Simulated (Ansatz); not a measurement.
Tuning the range parameter of LC-ωPBE so that −HOMO meets the ionisation energy; basis def2-SVP, Ansatz. System: triphenyltelluronium bromide, `[Br-].c1ccc([Te+](c2ccccc2)c2ccccc2)cc1`. The state is a singlet with charge 0. Geometry: PBE-D4/def2-SVP. The ionised state is a doublet.

Geometry of the singlet:

| atom | x (Å) | y (Å) | z (Å) |
| --- | --- | --- | --- |
| Br1 | -3.253 | -1.313 | 2.258 |
| C2 | 3.546 | -1.732 | -1.722 |
| C3 | 2.556 | -0.855 | -2.193 |
| C4 | 1.342 | -0.719 | -1.499 |
| C5 | 1.114 | -1.463 | -0.326 |
| Te6 | -0.756 | -1.428 | 0.904 |
| C7 | -1.803 | -0.469 | -0.709 |
| C8 | -1.924 | -1.147 | -1.931 |
| C9 | -2.634 | -0.541 | -2.981 |
| C10 | -3.204 | 0.728 | -2.805 |
| C11 | -3.074 | 1.394 | -1.575 |
| C12 | -2.379 | 0.794 | -0.514 |
| C13 | -0.065 | 0.353 | 1.956 |
| C14 | 1.043 | 1.073 | 1.479 |
| C15 | 1.482 | 2.200 | 2.191 |
| C16 | 0.831 | 2.592 | 3.371 |
| C17 | -0.267 | 1.857 | 3.841 |
| C18 | -0.725 | 0.732 | 3.135 |
| C19 | 2.105 | -2.347 | 0.136 |
| C20 | 3.321 | -2.479 | -0.554 |
| H21 | 4.496 | -1.837 | -2.268 |
| H22 | 2.729 | -0.270 | -3.110 |
| H23 | 0.576 | -0.023 | -1.876 |
| H24 | -1.465 | -2.137 | -2.080 |
| H25 | -2.740 | -1.069 | -3.941 |
| H26 | -3.759 | 1.201 | -3.630 |
| H27 | -3.526 | 2.387 | -1.433 |
| H28 | -2.303 | 1.297 | 0.461 |
| H29 | 1.568 | 0.768 | 0.563 |
| H30 | 2.345 | 2.773 | 1.814 |
| H31 | 1.184 | 3.475 | 3.927 |
| H32 | -0.783 | 2.156 | 4.767 |
| H33 | -1.607 | 0.165 | 3.478 |
| H34 | 1.937 | -2.945 | 1.049 |
| H35 | 4.094 | -3.170 | -0.182 |

In the def2 sets Te takes a core potential; there is no spin–orbit coupling.

```json
{"ω (1/bohr)": "0.1", "HOMO (eV)": "-6.45", "LUMO (eV)": "-0.87", "vertical IE (eV)": "7.53", "HOMO + IE (eV)": "1.08"}
{"ω (1/bohr)": "0.15", "HOMO (eV)": "-7.00", "LUMO (eV)": "-0.41", "vertical IE (eV)": "7.62", "HOMO + IE (eV)": "0.62"}
{"ω (1/bohr)": "0.2", "HOMO (eV)": "-7.43", "LUMO (eV)": "-0.08", "vertical IE (eV)": "7.69", "HOMO + IE (eV)": "0.26"}
{"ω (1/bohr)": "0.3", "HOMO (eV)": "-8.07", "LUMO (eV)": "0.30", "vertical IE (eV)": "7.80", "HOMO + IE (eV)": "-0.27"}
```

Task: Where does the tuning condition hold?

Result: Near ω = 0.25 bohr⁻¹, by linear interpolation.
